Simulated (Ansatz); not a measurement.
`C[Si](C)(C)F` → fluoromethane + `C[Si]C` at 298.15 K and 1 bar (silylene formation by 1,1-elimination).

Gas-phase electronic energies from Ansatz, PBE0-D4/def2-TZVP geometries. CCSD(T)/CBS is the MP2 limit (def2-TZVPP, def2-QZVPP) plus CCSD(T) − MP2 in def2-TZVPP, frozen cores. This one scheme is used for every species.

| species | CCSD(T)/CBS energy (Eh) | H − E (kJ/mol) | S (J/(mol·K)) |
| --- | --- | --- | --- |
| `C[Si](C)(C)F` | -508.56386 | 321.9 | 352.4 |
| `CF` | -139.63461 | 113.4 | 222.6 |
| `C[Si]C` | -368.74530 | 203.3 | 296.5 |

H − E and S are ideal-gas, rigid-rotor, harmonic terms from PBE0-D4/def2-TZVP, for one conformer and one mirror image of each species. 1 Eh = 2625.50 kJ/mol, R = 8.31446 J/(mol·K).

Question: By hand: ΔE, ΔH, ΔS and ΔG.

Answer: ΔE = (-139.63461) + (-368.74530) − (-508.56386) = 0.18395 Eh = 483.0 kJ/mol. Δ(H − E) = 113.4 + 203.3 − 321.9 = -5.2, so ΔH = 477.8 kJ/mol. ΔS = 222.6 + 296.5 − 352.4 = 166.7 J/(mol·K). ΔG = 477.8 − 298.15 × (166.7)/1000 = 428.1 kJ/mol.

Question: By hand: the equilibrium constant, and the temperature at which ΔG would vanish if ΔH and ΔS stayed fixed.

Answer: log₁₀ K = −ΔG/(RT ln 10) = -75.0. ΔG = 0 at ΔH/ΔS = 2866 K, far beyond where these terms or the molecules hold.

The number of gas molecules changes by +1, which sets the sign of ΔS. A doubt of 5 kJ/mol in ΔE shifts log₁₀ K by 0.9 here. Other conformers and mirror images would add mixing entropy, several J/(mol·K) or more a flexible species. These are equilibria of isolated gas molecules and say nothing of rates. Largest T1 diagnostic: 0.012 (customary marks: 0.02 for closed shells, 0.045 for open ones).
